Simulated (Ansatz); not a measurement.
B4O11H10⁺, a hydroxylated oxide cluster. Charge 1, multiplicity 2. Geometry PBE-D4/def2-SVP, that of the neutral singlet; atoms count from 1.

```xyz
25

B    -1.0020    1.1335    1.3019
B    -1.7056   -0.7502   -0.1260
B     0.7838    1.3737   -1.8046
B     1.3517   -1.4699    0.5572
O    -2.1978   -1.5188    0.9099
O    -1.8597    0.7798    2.3355
O    -1.2349    0.5388    0.0627
O     0.0264    1.9890    1.4960
O    -1.5417   -1.3473   -1.3524
O     0.5968    0.1467   -2.4257
O     1.5938    1.5712   -0.6951
O     0.1608    2.4878   -2.2939
O     1.1115   -1.9338   -0.7220
O     2.5104   -0.7154    0.6825
O     0.5541   -1.6431    1.6528
H    -2.3295   -0.9287    1.6910
H    -1.5880    1.1857    3.1783
H     0.6119    2.0376    0.6897
H    -1.0370   -0.7358   -1.9465
H     1.0624   -0.5948   -1.9650
H     2.0727    0.7722   -0.3697
H    -0.3961    2.2650   -3.0594
H     0.1889   -2.2436   -0.8701
H     2.6154   -0.4083    1.6021
H    -0.3485   -1.9911    1.4709
```

In the doublet geometry the species has come apart into loosely held pieces.

Estimate the Mulliken populations from the PBE0/def2-SVP orbitals of Ansatz.


```
atom  charge (e)  spin (α − β)
  B1        0.13         -0.04
  B2        0.12         -0.03
  B3        0.13         -0.05
  B4        0.11         -0.02
  O5       -0.14          0.14
  O6       -0.18          0.10
  O7       -0.23          0.01
  O8       -0.09          0.18
  O9       -0.15          0.10
 O10       -0.23          0.03
 O11       -0.19          0.15
 O12       -0.02          0.28
 O13       -0.19          0.08
 O14       -0.20          0.00
 O15       -0.16          0.09
 H16        0.23          0.00
 H17        0.25          0.00
 H18        0.24         -0.01
 H19        0.22          0.00
 H20        0.22          0.00
 H21        0.23          0.00
 H22        0.24         -0.01
 H23        0.23          0.00
 H24        0.23          0.00
 H25        0.21          0.00
```
Mulliken values depend strongly on the basis.

Where does the spin sit?

Summed by element: B -0.13, O 1.17, H -0.04, of 1 unpaired in all. Largest on single atoms: O12 0.28, O8 0.18, O11 0.15.

And the Mayer bond orders between heavy atoms (over 0.3)?

B1–O6 1.30 (1.39 Å); B1–O7 1.12 (1.39 Å); B1–O8 1.42 (1.35 Å); B2–O5 1.29 (1.38 Å); B2–O7 1.17 (1.39 Å); B2–O9 1.34 (1.37 Å); B3–O10 1.30 (1.39 Å); B3–O11 1.21 (1.39 Å); B3–O12 1.32 (1.37 Å); B4–O13 1.25 (1.38 Å); B4–O14 1.29 (1.39 Å); B4–O15 1.32 (1.37 Å).
